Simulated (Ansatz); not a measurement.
`[CH3][Zn][Se]C(F)(F)F`, charge 0, multiplicity 1.

Q: Give a relaxed structure at PBE0-D4/def2-TZVP (Ansatz 0.2.0). (Best estimate.)

A: The calculation gave: 
Cartesian coordinates in Å:
```
C -2.389 0.150 -0.486
Zn -0.665 0.648 0.233
Se 1.377 1.307 1.122
C 2.293 -0.265 0.397
F 2.575 -1.162 1.341
F 3.440 0.072 -0.186
F 1.548 -0.903 -0.533
H -2.939 -0.464 0.230
H -2.982 1.039 -0.711
H -2.257 -0.422 -1.406
```
This is one stationary point; other conformers may exist.
